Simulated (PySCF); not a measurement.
Compound: [Ti(CH3)3Cl], C3H9ClTi (singlet state).
Atom-mapped SMILES: `[CH3:1][Ti:2]([CH3:3])([CH3:4])[Cl:5]` (hydrogens: H6, H7, H8 on C1; H9, H10, H11 on C3; H12, H13, H14 on C4)

A GFN2-xTB structure was refined with PBE0-D3(BJ)/def2-TZVP geometry optimisation, gas phase (PySCF). Its GFN2-xTB values:

```csv
coordinate,GFN2-xTB
C1–Ti2,2.030 Å
C1–H6,1.104 Å
Ti2–Cl5,2.170 Å
C4–H13,1.154 Å
C1–Ti2–C3,106.0°
C1–Ti2–Cl5,112.5°
```

**Question.** How do these coordinates change at the PBE0-D3(BJ)/def2-TZVP level?

**Answer.** 
```csv
coordinate,PBE0-D3(BJ)/def2-TZVP (Å or °),change
C4–H13,1.095,-0.059
Ti2–Cl5,2.209,+0.039
C1–Ti2,2.050,+0.020
C1–H6,1.096,-0.008
C1–Ti2–C3,106.8,+0.8
C1–Ti2–Cl5,112.2,-0.3
```

The energy falls by 3.3 kcal/mol over 7 energy and gradient evaluations, the largest force component goes from 0.0388 to 3.0e-04 Eh/bohr, and the atoms move by 0.047 Å rms after alignment. The bond that changes most is C4–H13 (methyl carbon to methyl hydrogen), which shortens by 0.059 Å. Bonds longer at the end by more than 0.005 Å: 5 of 13; shorter: 7. Rotational constants go from 2795, 1833, 1826 to 2785, 1804, 1801 MHz.

The run used 229 basis functions and 56 SCF cycles in all.

Whether it is a minimum is left open (no frequencies). Geometry: PBE0-D3(BJ)/def2-TZVP; no solvent, vibrations or thermal averaging.
